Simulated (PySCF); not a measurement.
Gas-phase reaction: WO3 + 2 F ⇌ WO2F2 + O

Method: PySCF energies (xtb for GFN2) plus ideal-gas RRHO corrections (1 bar). † marks an energy on the PBE0/def2-TZVP geometry and frequencies; other levels use their own. CCSD(T) freezes the core. Open shells (unrestricted): F (multiplicity 2, electronic degeneracy 6), O (multiplicity 3, electronic degeneracy 9); the rest are closed-shell singlets. GFN2 has no spin-polarisation term. Spin-orbit splitting is ignored; it lowers the true energy and changes the entropy of F, O. W: scalar-relativistic def2 core potential, no spin-orbit coupling. WO2F2: computed as isolated molecules; such fragments, hydroxides, amides, oligomers or adducts are transient or little studied in the gas. CCSD(T) isn't extrapolated to the basis-set limit; its ΔH°(298 K) is -568.9 kJ in def2-SVP and -584.4 kJ in def2-TZVPP. The harmonic model lacks anharmonicity and excited electronic states, which grow with temperature; levels with a mode under 35 cm⁻¹ are left out. Warning, large T1 diagnostic: WO2F2, WO3 (CCSD(T)/def2-SVP†). Warning, point group unlike the PBE0 one: WO2F2 (GFN2-xTB).

```tsv
level	ΔE electronic, kJ	ΔH°(298 K), kJ	ΔS°(298 K), J/K	ΔG°(600 K), kJ
CCSD(T)/def2-SVP†	-572	-569	-127	-493
GFN2-xTB	-322	-319	-125	-244
M06-2X/def2-TZVP†	-599	-596	-127	-520
PBE/def2-TZVP†	-578	-575	-127	-499
PBE0/def2-TZVP	-585	-582	-127	-506
```
ΔH° is lowest at M06-2X/def2-TZVP† and highest at GFN2-xTB. No reference value is set beside these.
